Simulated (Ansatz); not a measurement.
`O[SiH2][O][ZnH]` at its PBE0-D4/def2-TZVP geometry, where that method's forces vanish. The species carries charge 0 and has multiplicity 1.

```
atom   x (Å)   y (Å)   z (Å)
  O1   1.005   0.917   0.094
 Si2  -0.399   0.400   0.809
  O3  -0.912  -0.834  -0.088
 Zn4  -0.123  -1.497  -1.546
  H5   1.478   1.656   0.479
  H6  -1.391   1.510   0.827
  H7  -0.123  -0.022   2.210
  H8   0.466  -2.129  -2.786
```

**Question.** For each bond, give half the difference of the two atoms' forces along it (eV/Å; positive pushes the atoms apart) under PBE-D4, r2SCAN-D4, B3LYP-D4, ωB97M-V in def2-TZVPP. (An estimate is asked.)

**Answer.** Computed: 
| bond | length (Å) | PBE-D4 | r2SCAN-D4 | B3LYP-D4 | ωB97M-V |
| --- | --- | --- | --- | --- | --- |
| O1–Si2 | 1.659 | 0.19 | 0.00 | 0.16 | 0.17 |
| O1–H5 | 0.958 | 0.33 | 0.04 | -0.02 | -0.06 |
| Si2–O3 | 1.609 | 0.50 | 0.16 | 0.11 | 0.08 |
| Si2–H6 | 1.489 | -0.05 | -0.04 | -0.14 | -0.18 |
| Si2–H7 | 1.489 | -0.05 | -0.04 | -0.14 | -0.18 |
| O3–Zn4 | 1.785 | 0.07 | -0.02 | 0.19 | 0.15 |
| Zn4–H8 | 1.512 | -0.21 | -0.22 | -0.21 | -0.21 |

B3LYP here is the variant with VWN-RPA as its local correlation; programs differ in this.
